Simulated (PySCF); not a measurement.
Isomers of C3H10N2SSi2, mass 162.010 u with the commonest isotopes. Level of theory: PBE0/pcSseg-1 in PySCF (dipole) on a GFN2-xTB geometry, gas phase. One conformer each, none proved a minimum here; rigid rotors.

Question: Order these by rotational constant B, largest first.
A. `[CH3:1][S:2][Si@@H:3]([NH2:4])[SiH2:5][CH2:6][C:7]#[N:8]` with C1–S2–Si3–N4 -61°, S2–Si3–N4–H -43° and 178°, S2–Si3–Si5–C6 -127°, Si3–Si5–C6–C7 -47°
B. `[CH3:1][S:2][Si@@H:3]([CH2:4][C:5]#[N:6])[SiH2:7][NH2:8]` with C1–S2–Si3–C4 180°, S2–Si3–C4–C5 -178°, S2–Si3–Si7–N8 -137°, Si3–Si7–N8–H 177° and -40°
C. `[N:1]#[C:2][SiH2:3][CH2:4][CH2:5][NH:6][SiH2:7][SH:8]` with C2–Si3–C4–C5 42°, Si3–C4–C5–N6 48°, C4–C5–N6–Si7 -151°, C5–N6–Si7–S8 175°, N6–Si7–S8–H -68°

Answer: B (798.1 MHz), A (675.0 MHz), C (655.6 MHz).

Question: Order these by out-of-plane moment Σ m c² = (Ia + Ib − Ic)/2, largest first.
A. `[N:1]#[C:2][SiH2:3][CH2:4][CH2:5][NH:6][SiH2:7][SH:8]` with C2–Si3–C4–C5 42°, Si3–C4–C5–N6 48°, C4–C5–N6–Si7 -151°, C5–N6–Si7–S8 175°, N6–Si7–S8–H -68°
B. `[CH3:1][S:2][Si@@H:3]([NH2:4])[SiH2:5][CH2:6][C:7]#[N:8]` with C1–S2–Si3–N4 -61°, S2–Si3–N4–H -43° and 178°, S2–Si3–Si5–C6 -127°, Si3–Si5–C6–C7 -47°
C. `[CH3:1][S:2][Si@@H:3]([CH2:4][C:5]#[N:6])[SiH2:7][NH2:8]` with C1–S2–Si3–C4 180°, S2–Si3–C4–C5 -178°, S2–Si3–Si7–N8 -137°, Si3–Si7–N8–H 177° and -40°

Answer: A (108.99 u·Å²), B (78.23 u·Å²), C (31.72 u·Å²).

Question: Order these by dipole moment, smallest first.
A. `[N:1]#[C:2][SiH2:3][CH2:4][CH2:5][NH:6][SiH2:7][SH:8]` with C2–Si3–C4–C5 42°, Si3–C4–C5–N6 48°, C4–C5–N6–Si7 -151°, C5–N6–Si7–S8 175°, N6–Si7–S8–H -68°
B. `[CH3:1][S:2][Si@@H:3]([CH2:4][C:5]#[N:6])[SiH2:7][NH2:8]` with C1–S2–Si3–C4 180°, S2–Si3–C4–C5 -178°, S2–Si3–Si7–N8 -137°, Si3–Si7–N8–H 177° and -40°
C. `[CH3:1][S:2][Si@@H:3]([NH2:4])[SiH2:5][CH2:6][C:7]#[N:8]` with C1–S2–Si3–N4 -61°, S2–Si3–N4–H -43° and 178°, S2–Si3–Si5–C6 -127°, Si3–Si5–C6–C7 -47°

Answer: B (2.79 D), C (3.14 D), A (4.69 D).

| SMILES | point group | Ia (u·Å²) | Ib (u·Å²) | Ic (u·Å²) | κ | μa (D) | μb (D) | μc (D) |
| --- | --- | --- | --- | --- | --- | --- | --- | --- |
| CS[Si@@H](CC#N)[SiH2]N | C1 | 313.84 | 633.21 | 883.61 | -0.56 | 2.32 | 1.55 | 0.09 |
| CS[Si@@H](N)[SiH2]CC#N | C1 | 242.02 | 748.74 | 834.29 | -0.91 | 0.48 | 2.26 | 2.13 |
| N#C[SiH2]CCN[SiH2]S | C1 | 308.55 | 770.86 | 861.42 | -0.87 | 2.28 | 3.83 | 1.44 |
